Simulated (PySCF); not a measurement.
Excitation energy of F²⁺ by level of theory

F²⁺ [He] 2s2 2p3 (4S) → F²⁺ [He] 2s2 2p2 3s1 (4P), as a difference of total energies. Computed with PySCF 2.14 in dyall-av3z, with the spin-free X2C one-electron Hamiltonian (Gaussian nucleus). Correlated levels: valence: 1s2 frozen; virtual orbitals above 40 to 60 times the deepest correlated orbital energy dropped. The calculations carry no spin-orbit coupling.

```
           method  excitation energy (eV)
              UHF                  39.249
    MP2 (valence)                  39.490
SCS-MP2 (valence)                  39.280
   CCSD (valence)                  39.232
CCSD(T) (valence)                  39.211
```

Question: How much does correlation contribute at CCSD(T) (valence)?

Answer: 39.211 − (39.249) = -0.038 eV, measured against UHF.

A first-order spin-orbit estimate (lowest level to lowest level, LS coupling) adds -0.045 eV.

The promoted electron is Rydberg-like, and one or two diffuse shells describe it only roughly, which tends to raise the upper state.
